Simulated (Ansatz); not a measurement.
F₂H₂O₂Sn, SMILES `[OH][Sn]([OH])([F])[F]`, relaxed with RKS PBE-D4/def2-SVP in Ansatz 0.2.0 from a rough embedded geometry. The force threshold is 0.03 eV/Å; the program also tests the step.

The species carries charge 0 and has multiplicity 1. Sn takes the def2 core potential.

Start:

```xyz
7

O     1.348   -1.293   -0.043
Sn   -0.109   -0.023    0.106
O     0.110    1.317   -1.292
F    -1.794   -0.871   -0.161
F    -0.108    0.854    1.852
H     1.210   -1.959    0.750
H    -0.656    1.975   -1.211
```

(1) How much energy does the relaxation release, and in how many steps? (An estimate is asked.)

(2) Which bonds change most? (Best estimate.)

(3) Give the relaxed structure. (Best estimate.)

## Answers

(1) Ansatz gave: 4.60 kcal/mol, in 6 steps, 1 of them rejected.

(2) Computed: O1–H6 from 1.045 to 0.979 Å; Sn2–F4 from 1.905 to 1.949 Å; O1–Sn2 from 1.939 to 1.977 Å; O3–H7 from 1.013 to 0.979 Å.

(3) Computed: 
```xyz
7

O     1.320   -1.345   -0.062
Sn   -0.123   -0.004    0.109
O     0.168    1.390   -1.263
F    -1.896   -0.788   -0.093
F    -0.157    0.724    1.916
H     1.339   -1.895    0.748
H    -0.651    1.919   -1.354
```
